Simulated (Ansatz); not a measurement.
```xyz
16

C     1.4000    0.0000    0.0000
C     0.7000    1.2124    0.0000
C    -0.7000    1.2124    0.0000
C    -1.4000    0.0000    0.0000
C    -0.7000   -1.2124    0.0000
C     0.7000   -1.2124    0.0000
C     2.8100    0.0000    0.0000
H     3.3600    0.9300    0.0000
H     3.3600   -0.9300    0.0000
H     1.2425    2.1521    0.0000
C    -1.4050    2.4335    0.0000
H    -2.4854    2.4449    0.0000
H    -0.8746    3.3748    0.0000
H    -2.4850    0.0000    0.0000
H    -1.2425   -2.1521    0.0000
H     1.2425   -2.1521    0.0000
```

Basis set: def2-TZVP. Charge 0. Computed with Ansatz (development build ahead of 0.2.0); the lowest solution found for each multiplicity.

Task: How do the multiplicities compare at this shape? Give, from the lowest of each method, PBE0 (unrestricted) for 1, 3; PBE0 (restricted) for 1, 3; HF (unrestricted) for 1, 3; HF (restricted) for 1, 3.

Result:

```csv
method,multiplicity,E (eV),<S²>
"PBE0, unrestricted",1,0.297,1.02
"PBE0, unrestricted",3,0.000,2.09
"PBE0, restricted",1,1.336,0.00
"PBE0, restricted",3,0.000,2.00
"HF, unrestricted",1,1.051,1.25
"HF, unrestricted",3,0.000,2.60
"HF, restricted",1,2.570,0.00
"HF, restricted",3,0.000,2.00
```

Caution for PBE0, unrestricted, HF, unrestricted: the unrestricted determinant is a mixture of spin states. Caution for PBE0, restricted, HF, restricted: an unrestricted determinant lies well below. Caution for HF, unrestricted: the unrestricted determinant is spin contaminated.
